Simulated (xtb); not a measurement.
hexachlorodisilane (Cl6Si2), singlet, at a GFN2-xTB geometry; GFN0-xTB (xtb 6.7.1).

Here is a job for xtb.
```
$ xtb mol.xyz --gfn 0 --etemp 1000 --json

# file mol.xyz
8

Cl     2.10500227    -0.48858342    -1.56076457
Si     1.15002808    -0.11759071     0.17786792
Cl     1.92269327     1.56678871     0.97681015
Cl     1.52221827    -1.64568561     1.44232616
Si    -1.15002808     0.11759071    -0.17786792
Cl    -1.52391777     1.66420617    -1.41909364
Cl    -1.91738160    -1.55604237    -1.00404894
Cl    -2.10861444     0.45931652     1.56477085
```

Output, abridged:

```
   ID    Z sym.   atoms
    1   17 Cl     1, 3, 4, 6-8
    2   14 Si     2, 5

           -------------------------------------------------
          |                Calculation Setup                |
           -------------------------------------------------

           -------------------------------------------------
          |                 G F N 0 - x T B                 |
           -------------------------------------------------

          ...................................................
          :                      SETUP                      :
          :.................................................:
          :  # basis functions                  80          :
          :  # atomic orbitals                  72          :
          :  # shells                           24          :
          :  # electrons                        50          :
          :  electronic temp.         1000.0000000     K    :
          :  accuracy                    1.0000000          :
          :  -> integral cutoff          0.2500000E+02      :
          :  -> integral neglect         0.1000000E-07      :
          ...................................................

         :::::::::::::::::::::::::::::::::::::::::::::::::::::
         ::                     SUMMARY                     ::
         :::::::::::::::::::::::::::::::::::::::::::::::::::::
         :: total energy             -29.514116778859 Eh    ::
         :: gradient norm              0.043326478303 Eh/a0 ::
         :: HOMO-LUMO gap              4.205811169975 eV    ::
         ::.................................................::
         :: H0 energy                -29.451053509749 Eh    ::
         :: repulsion energy           0.081392174147 Eh    ::
         :: electrostat energy        -0.138604021900 Eh    ::
         :: -> Gsolv                   0.000000000000 Eh    ::
         ::    -> Gsasa                0.000000000000 Eh    ::
         ::    -> Gshift               0.000000000000 Eh    ::
         :: dispersion energy         -0.005851421357 Eh    ::
         :: short-range corr.          0.000000000000 Eh    ::
         :: add. restraining           0.000000000000 Eh    ::
         :: total charge              -0.000000000000 e     ::
         :::::::::::::::::::::::::::::::::::::::::::::::::::::

           -------------------------------------------------
          |                Property Printout                |
           -------------------------------------------------

    * Orbital Energies and Occupations

         #    Occupation            Energy/Eh            Energy/eV
      -------------------------------------------------------------
         1        2.0000           -0.9734549             -26.4891
       ...           ...                  ...                  ...
        13        2.0000           -0.4687895             -12.7564
        14        2.0000           -0.4640217             -12.6267
        15        2.0000           -0.4633909             -12.6095
        16        2.0000           -0.4633909             -12.6095
        17        2.0000           -0.4632055             -12.6045
        18        2.0000           -0.4632055             -12.6045
        19        2.0000           -0.4500926             -12.2476
        20        2.0000           -0.4500926             -12.2476
        21        2.0000           -0.4470422             -12.1646
        22        2.0000           -0.4470422             -12.1646
        23        2.0000           -0.4451281             -12.1126
        24        2.0000           -0.4448250             -12.1043
        25        2.0000           -0.3863096             -10.5120 (HOMO)
        26                         -0.2317489              -6.3062 (LUMO)
        27                         -0.2317489              -6.3062
        28                         -0.2153027              -5.8587
        29                         -0.1990411              -5.4162
        30                         -0.1990411              -5.4162
        31                         -0.1673640              -4.5542
        32                         -0.1120942              -3.0502
        33                         -0.0887331              -2.4145
        34                         -0.0887331              -2.4145
        35                         -0.0785118              -2.1364
        36                         -0.0785118              -2.1364
       ...                                ...                  ...
        72                          0.9819517              26.7203
      -------------------------------------------------------------
                  HL-Gap            0.1545607 Eh            4.2058 eV
             Fermi-level            0.0000000 Eh            0.0000 eV

     #   Z          covCN         q      C6AA      α(0)
     1  17 Cl       0.815    -0.179   102.685    15.489
     2  14 Si       3.346     0.537   148.881    23.544
     3  17 Cl       0.815    -0.179   102.685    15.489
     4  17 Cl       0.815    -0.179   102.685    15.489
     5  14 Si       3.346     0.537   148.881    23.544
     6  17 Cl       0.815    -0.179   102.685    15.489
     7  17 Cl       0.815    -0.179   102.685    15.489
     8  17 Cl       0.815    -0.179   102.685    15.489

 Mol. C6AA /au·bohr⁶  :       7189.683836
 Mol. C8AA /au·bohr⁸  :     355121.557999
 Mol. α(0) /au        :        140.024084

Wiberg/Mayer (AO) data.
largest (>0.10) Wiberg bond orders for each atom

 ---------------------------------------------------------------------------
     #   Z sym  total        # sym  WBO       # sym  WBO       # sym  WBO
 ---------------------------------------------------------------------------
     1  17 Cl   1.100 --     2 Si   1.013
     2  14 Si   3.990 --     4 Cl   1.013     3 Cl   1.013     1 Cl   1.013
                             5 Si   0.870
     3  17 Cl   1.100 --     2 Si   1.013
     4  17 Cl   1.100 --     2 Si   1.013
     5  14 Si   3.990 --     6 Cl   1.013     7 Cl   1.013     8 Cl   1.013
                             2 Si   0.870
     6  17 Cl   1.100 --     5 Si   1.013
     7  17 Cl   1.100 --     5 Si   1.013
     8  17 Cl   1.100 --     5 Si   1.013
 ---------------------------------------------------------------------------

Topologies differ in total number of bonds
Writing topology from bond orders to xtbtopo.mol

 dipole moment from electron density (au)
     X       Y       Z
  -0.0000   0.0000  -0.0000  total (Debye):    0.000

           -------------------------------------------------
          | TOTAL ENERGY              -29.514116778859 Eh   |
          | GRADIENT NORM               0.043326478303 Eh/α |
          | HOMO-LUMO GAP               4.205811169975 eV   |
           -------------------------------------------------

normal termination of xtb
```
